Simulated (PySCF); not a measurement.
Computed shifts of a molecule C₄H₇FO, PySCF with B3LYP/pcSseg-1, GIAO, gas phase, equivalent atoms averaged, in ppm (number of nuclei): ¹³C: 76.3 (1), 69.9 (1), 26.2 (1), 14.3 (1). ¹⁹F: -236.1 (1). ¹H: 4.73 (1), 4.24 (1), 2.64 (1), 1.34 (1), 1.21 (1), 0.99 (1), -0.15 (1). References: ¹⁷O against H2O (σ = 333.8 ppm); ¹³C against TMS (σ = 181.3 ppm); ¹⁹F against CFCl3 (σ = 161.7 ppm); ¹H against TMS (σ = 31.68 ppm), references at their B3LYP-D3(BJ)/def2-TZVP geometries, non-relativistic. Geometry optimised at PBE0-D3(BJ)/def2-SVP. Other conformers were not sampled.

Q: Which structure fits?
(A) CC(=O)[C@H](C)F
(B) F[C@H]1CCOC1
(C) OC[C@H]1C[C@@H]1F
(D) C[C@@]1(F)CCO1

A: C, OC[C@H]1C[C@@H]1F
